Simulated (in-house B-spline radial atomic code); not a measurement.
A calculation on neutral vanadium: its settings, and results tabulated from the run. All numbers are computed (non-relativistic LDA VWN5, spherical fractional occupations; point nucleus, inside a hard spherical wall at 2.58 bohr) with a radial B-spline atomic code at the basis-set limit, not measured.

Command:
```bash
python run_scf.py task.json out
```
Settings:
```
Z                23
configuration    [Ar] 3d4 4s1
hamiltonian      nr
method           lda,vwn
spin_polarised   False
wall_radius      2.58
```

Output (hartree, bohr):
```
 radial grid: 39 intervals, B-splines of order 8, outer radius 2.58 bohr

 iter        energy (Eh)    residual
    1        -938.377383    2.51e-01
    2        -938.706567    9.42e-02
    3        -939.030964    1.97e-02
    4        -939.033320    6.69e-03
    5        -939.033516    1.60e-03
    6        -939.033528    1.74e-04
    7        -939.033529    2.04e-05
    8        -939.033529    3.09e-08

 total energy                      -939.03353
 kinetic                             948.9390
 electron-nucleus                  -2261.7715
 Hartree                             418.0110
 exchange-correlation                -44.2121

 orbital      occ     eigenvalue          <r>       <r^2>       <1/r>     <1/r^2>       <r^4>       r_max
 1s         2.000      -194.0459    0.0671742  0.00605335     22.4809     1018.28 9.36679e-05     0.04419
 2s         2.000       -20.6263     0.312136    0.115128     4.71982      91.588   0.0232685      0.2587
 2p         6.000       -17.2453     0.275754   0.0937041     4.66974     30.0588   0.0180339       0.209
 3s         2.000        -1.5862     0.980609     1.10332     1.42475     12.4887     1.88749      0.8413
 3p         6.000        -0.6837      1.03545     1.24027     1.30717     3.79339     2.41206      0.8697
 3d         4.000         0.7712      1.14357     1.51906     1.07067     1.49597     3.62467      0.9411
 4s         1.000         1.7008      1.56911     2.76794    0.942719     7.31963     9.91169       1.815
```

Time taken, with all properties: 0.02 s on 1 thread of Intel(R) Xeon(R) 6975P-C (shared host).
